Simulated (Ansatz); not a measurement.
Input file for Ansatz (a quantum-chemistry and plane-wave program): U-CCSD(T)/def2-TZVPPD on BeBrI (SMILES [Br][Be][I]), a point of a bond scan (R = 3.248 Å). Elements past Kr take the def2 small-core potentials; no spin–orbit coupling. Files ending in .json are basis or fitting sets from the Basis Set Exchange. The run froze 24 orbitals, filled d shells among them.

Ansatz 0.2 input:
```yaml
crystal:
  periodic: [false, false, false]
  atoms:
    - {symbol: Be, position_ang: [-0.00000000, -0.00000000, -0.50333561]}
    - {symbol: Br, position_ang: [-0.00000000, -0.00000000, -2.45917122]}
    - {symbol: I, position_ang: [0.00000000, 0.00000000, 2.74462069]}
basis:
  gaussian:
    orbitals: def2-TZVPPD.json
correlation: {method: ccsd_t, electrons: outside_noble_gas}
scf: {omitted_lower_state_checks: [cluster_reference]}
magnetization: {spin_polarized: true, initial_magnetization: 0}
```

Program output:

```
WARN ansatz: RAYON_NUM_THREADS=1 ignored (pool sized by the plan → 1); use --threads N
Functional definition: HF
these checks for a lower state are left out or cut short: cluster_reference
integrals: 0.44 GiB planned
1066 factors; integrals over basis functions are off by at most 1.1e-3 eV
mean field: 0.69 GiB planned
mean field evaluation 1: about -78469.3932 eV, gradient 1.3e1 eV
mean field evaluation 2: about -78469.3947 eV, gradient 1.3e1 eV
mean field evaluation 4: about -78471.1819 eV, gradient 1.7e0 eV
mean field evaluation 8: about -78471.2260 eV, gradient 1.6e-3 eV
mean field evaluation 16: about -78471.3157 eV, gradient 2.0e-1 eV
mean field evaluation 32: about -78471.3188 eV, gradient 2.7e-6 eV
mean field evaluation 64: about -78471.3188 eV, gradient 1.7e-6 eV
mean field evaluation 96: about -78470.0784 eV, gradient 4.7e-6 eV
mean field -78471.31883266 eV, -2883.7677773298 hartree, gradient 1.6e-6 eV, S^2 0.389670; 13 other end points of the search recorded, 0 dependent functions left out
24 core orbitals not correlated
reference -78471.31883266 eV, -2883.7677773298 hartree; 8, 8 occupied and 106, 106 virtual orbitals, 1066 factors
second order -8.59712921 eV of doubles, -0.00000000 eV of singles
coupled cluster: 0.79 GiB planned
cycle   1  -9.26659571 eV  change   -6.7e-1 eV  update   8.8e-2
cycle   2  -9.57082551 eV  change   -3.0e-1 eV  update   4.8e-2
cycle   3  -9.67255248 eV  change   -1.0e-1 eV  update   3.8e-2
cycle   4  -9.74334168 eV  change   -7.1e-2 eV  update   2.7e-2
cycle   5  -9.75976836 eV  change   -1.6e-2 eV  update   1.2e-2
cycle   6  -9.77536241 eV  change   -1.6e-2 eV  update   4.3e-3
cycle   7  -9.77803092 eV  change   -2.7e-3 eV  update   1.6e-3
cycle   8  -9.77746709 eV  change    5.6e-4 eV  update   6.3e-4
cycle   9  -9.77753892 eV  change   -7.2e-5 eV  update   2.7e-4
cycle  10  -9.77774037 eV  change   -2.0e-4 eV  update   1.2e-4
cycle  11  -9.77774167 eV  change   -1.3e-6 eV  update   4.3e-5
cycle  12  -9.77777984 eV  change   -3.8e-5 eV  update   1.6e-5
cycle  13  -9.77778274 eV  change   -2.9e-6 eV  update   7.0e-6
coupled cluster: 0.79 GiB planned
perturbative correction -0.44998618 eV, -0.0165366872 hartree
Total energy: -78481.54660158 eV, -2884.1436409050 hartree
Checks for a lower state left out: cluster_reference
```

Self-consistency was reached. Its determinant has ⟨S²⟩ = 0.39, a mixture of spin states.

Cost: roughly 40 core-seconds.
